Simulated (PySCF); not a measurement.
Species: Br₃HSi.
Bonds: Br1–Si2, Si2–Br3, Si2–Br4. Hydrogens: H5 on Si2.

A GFN2-xTB structure was refined with PBE0-D3(BJ)/def2-SVP geometry optimisation, gas phase in PySCF. Its GFN2-xTB values:

```csv
coordinate,GFN2-xTB
Br1–Si2,2.207 Å
Si2–H5,1.440 Å
Br1–Si2–Br3,108.9°
Br1–Si2–H5,109.9°
```

Q: How do these coordinates change at the PBE0-D3(BJ)/def2-SVP level?

A: 
```csv
coordinate,PBE0-D3(BJ)/def2-SVP (Å or °),change
Si2–H5,1.480,+0.040
Br1–Si2,2.207,0.000
Br1–Si2–H5,109.2,-0.7
Br1–Si2–Br3,109.7,+0.8
```

The energy falls by 1.7 kJ/mol over 3 energy and gradient evaluations, the largest force component goes from 0.0186 to 3.5e-04 Eh/bohr, and the atoms move by 0.017 Å rms after alignment. The bond that changes most is Si2–H5 (SiH silicon to Si–H hydrogen), which lengthens by 0.040 Å. Bonds longer at the end by more than 0.005 Å: 1 of 4; shorter: 0. Rotational constants go from 957.4, 956.0, 495.9 to 953.9, 943.9, 490.6 MHz.

The run used 119 basis functions and 18 SCF cycles in all. Hardware: one thread, Arm Neoverse V1, on a shared host. Cost: 24 s.

Not checked by PBE0-D3(BJ)/def2-SVP frequencies.
